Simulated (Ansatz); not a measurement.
An input meant for InF3 (charge 0, singlet).

```yaml
crystal:
  periodic: [true, true, true]
  atoms:
    - {symbol: In, position_ang: [-0.000273, -0.000514, -0.000024]}
    - {symbol: F, position_ang: [1.917867, -0.026972, 0.012969]}
    - {symbol: F, position_ang: [-0.934105, 1.675105, -0.017432]}
    - {symbol: F, position_ang: [-0.983489, -1.647619, 0.004487]}
basis:
  gaussian: {orbitals: STO-3G}
hamiltonian: {xc: {name: RPBE}}
scf: {omitted_lower_state_checks: [starts]}
```

```sh
$ ansatz run in.yaml --threads 4 --pin off --events-out ev --progress --plain --max-ram 3916MiB
```

**Question.** Predict how Ansatz answers.

**Answer.** The input was rejected before any iteration. The species is marked periodic without a cell.
```
Error: YAML parse error: error: line 2 column 3: crystal: missing field `lattice` (a structure is typed as `lattice` and `atoms`, a molecule's as `atoms` in Å alone, or read from a run's directory, `checkpoint`)
 --> <input>:2:3
1 | crystal:
2 |   periodic: [true, true, true]
3 |   atoms:
4 |     - {symbol: In, position_ang: [-0.000273, -0.000514, -0.000024]}
```
